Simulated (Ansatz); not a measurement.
# BeH₂, singlet: energies of several shapes or isomers

Calculated in Ansatz's Gaussian-basis code. Basis cc-pVDZ, nonrelativistic, 1 orbital frozen in the corrections; active space CAS(4,6). Restricted Hartree–Fock, then the lowest state-specific CASSCF solution met for each case. Single-reference values can break down or jump between states where bonds are stretched. Unlike active orbitals can shift such differences by tenths of an eV, at times by over 1 eV.

Case A:

```xyz
3

H     0.0000    0.0000   -1.4462
Be    0.0000    0.0000    0.0000
H     0.0000    0.0000    1.4462
```

Case B. A bond is stretched, to 2.11 times the sum of the covalent radii.

```
atom   x (Å)   y (Å)    z (Å)
   H  0.0000  0.0000  -2.6782
  Be  0.0000  0.0000   0.0000
   H  0.0000  0.0000   2.6782
```

Case C:

| atom | x (Å) | y (Å) | z (Å) |
| --- | --- | --- | --- |
| H | 0.0000 | 0.0000 | -1.2320 |
| Be | 0.0000 | 0.0000 | 0.0000 |
| H | 0.0000 | 0.0000 | 1.2320 |

Case D. A bond is stretched, to 1.58 times the sum of the covalent radii.

```xyz
3

H     0.0000    0.0000   -2.0087
Be    0.0000    0.0000    0.0000
H     0.0000    0.0000    2.0087
```

Case E. A bond is stretched, to 3.16 times the sum of the covalent radii.

```tsv
atom	x (Å)	y (Å)	z (Å)
H	0.0000	0.0000	-4.0173
Be	0.0000	0.0000	0.0000
H	0.0000	0.0000	4.0173
```

Case F:

| atom | x (Å) | y (Å) | z (Å) |
| --- | --- | --- | --- |
| H | 0.0000 | 0.0000 | -1.3391 |
| Be | 0.0000 | 0.0000 | 0.0000 |
| H | 0.0000 | 0.0000 | 1.3391 |

Energy less that of case A, in eV:

```json
{"case": "B", "RHF/ROHF": "+7.387", "CASSCF": "+4.969"}
{"case": "C", "RHF/ROHF": "+0.052", "CASSCF": "+0.135"}
{"case": "D", "RHF/ROHF": "+3.221", "CASSCF": "+2.690"}
{"case": "E", "RHF/ROHF": "+11.598", "CASSCF": "+5.130"}
{"case": "F", "RHF/ROHF": "-0.160", "CASSCF": "-0.109"}
```

(1) What does SC-NEVPT2 give for these differences?

(2) Which case is lowest, and do the methods agree?

Results:

(1) B: +5.280 eV; C: +0.086 eV; D: +2.752 eV; E: +5.550 eV; F: -0.134 eV.

(2) F is lowest in SC-NEVPT2. Of the methods shown, RHF/ROHF, CASSCF agree.
